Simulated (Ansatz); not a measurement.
Steps of a relaxation of C2H4AlCl, SMILES `[Cl][Al]1[CH2][CH2]1` with RKS PBE0-D4/def2-TZVP.

```sh
$ ansatz run in.yaml --threads 2 --pin off --events-out ev --progress --plain --max-ram 4352MiB
```

```yaml
crystal:
  periodic: [false, false, false]
  atoms:
    - {symbol: Cl, position_ang: [0.034530, -1.083502, 3.173797]}
    - {symbol: Al, position_ang: [0.017667, -0.402935, 1.183968]}
    - {symbol: C, position_ang: [0.242378, 0.881574, -0.213454]}
    - {symbol: C, position_ang: [-0.226391, -0.590324, -0.701299]}
    - {symbol: H, position_ang: [1.257866, 1.166202, -0.549412]}
    - {symbol: H, position_ang: [-0.464723, 1.701934, -0.438978]}
    - {symbol: H, position_ang: [0.476468, -1.110865, -1.378580]}
    - {symbol: H, position_ang: [-1.245596, -0.619084, -1.131843]}
basis:
  gaussian: {orbitals: def2-TZVP}
hamiltonian: {xc: pbe0, dispersion: d4}
relax: {f_tol: 0.005, max_steps: 150}
```

Positions (Å) and forces (eV/Å) along the path, 6 of 6 steps:

```xyz
8
step=1 energy=-21250.5819 eV
Cl    0.035   -1.084    3.174   -0.003    0.133   -0.367
Al    0.018   -0.403    1.184   -0.001    0.078   -0.255
C     0.242    0.882   -0.213    0.077    0.223   -0.019
C    -0.226   -0.590   -0.701   -0.079   -0.171   -0.152
H     1.258    1.166   -0.549   -0.517   -0.172    0.135
H    -0.465    1.702   -0.439    0.348   -0.457    0.104
H     0.476   -1.111   -1.379   -0.345    0.308    0.350
H    -1.246   -0.619   -1.132    0.520    0.058    0.204
8
step=2 energy=-21250.6135 eV
Cl    0.034   -1.073    3.153   -0.001    0.027   -0.066
Al    0.018   -0.403    1.180    0.001    0.082   -0.259
C     0.242    0.875   -0.206    0.050    0.022    0.021
C    -0.226   -0.591   -0.693   -0.047   -0.024   -0.007
H     1.242    1.150   -0.556   -0.150   -0.032    0.067
H    -0.462    1.679   -0.437    0.098   -0.127    0.054
H     0.474   -1.091   -1.368   -0.100    0.067    0.120
H    -1.229   -0.603   -1.129    0.149   -0.016    0.071
8
step=3 energy=-21250.6175 eV
Cl    0.034   -1.065    3.135    0.000   -0.009    0.033
Al    0.018   -0.400    1.167    0.000    0.001   -0.013
C     0.243    0.874   -0.206    0.013   -0.009    0.030
C    -0.227   -0.590   -0.694   -0.011   -0.009    0.026
H     1.239    1.152   -0.547    0.015   -0.004   -0.029
H    -0.458    1.676   -0.426   -0.029    0.009   -0.012
H     0.469   -1.095   -1.360    0.028    0.001   -0.015
H    -1.227   -0.609   -1.124   -0.015    0.020   -0.019
8
step=4 energy=-21250.6182 eV
Cl    0.033   -1.064    3.140   -0.001    0.004   -0.012
Al    0.019   -0.402    1.168    0.003   -0.019    0.057
C     0.251    0.872   -0.202   -0.003    0.026   -0.046
C    -0.234   -0.590   -0.691    0.000    0.004   -0.046
H     1.235    1.156   -0.574   -0.009   -0.005    0.010
H    -0.463    1.668   -0.407    0.009   -0.012    0.013
H     0.474   -1.099   -1.343   -0.008    0.001    0.017
H    -1.223   -0.597   -1.146    0.009    0.001    0.008
8
step=5 energy=-21250.6184 eV
Cl    0.032   -1.064    3.140    0.000    0.000    0.000
Al    0.019   -0.402    1.168    0.000   -0.002    0.005
C     0.253    0.871   -0.204    0.002    0.007   -0.004
C    -0.235   -0.589   -0.692   -0.002   -0.003   -0.008
H     1.234    1.158   -0.578    0.001   -0.002    0.001
H    -0.463    1.668   -0.400   -0.001   -0.001    0.002
H     0.475   -1.102   -1.338    0.001    0.000    0.002
H    -1.222   -0.596   -1.151    0.000    0.001    0.002
8
step=6 energy=-21250.6184 eV
Cl    0.032   -1.065    3.140    0.000    0.000    0.000
Al    0.019   -0.402    1.168    0.000    0.000    0.000
C     0.253    0.871   -0.205    0.000   -0.001    0.000
C    -0.236   -0.589   -0.692    0.000    0.001    0.001
H     1.234    1.158   -0.580    0.000    0.000    0.000
H    -0.464    1.667   -0.399    0.000    0.000    0.000
H     0.475   -1.103   -1.336    0.000    0.000    0.000
H    -1.222   -0.595   -1.153    0.000    0.000    0.000
```

It took 27 s on 2 threads of an Intel Xeon Platinum 8259CL on a shared host, with 0.37 GiB of host memory at the peak.
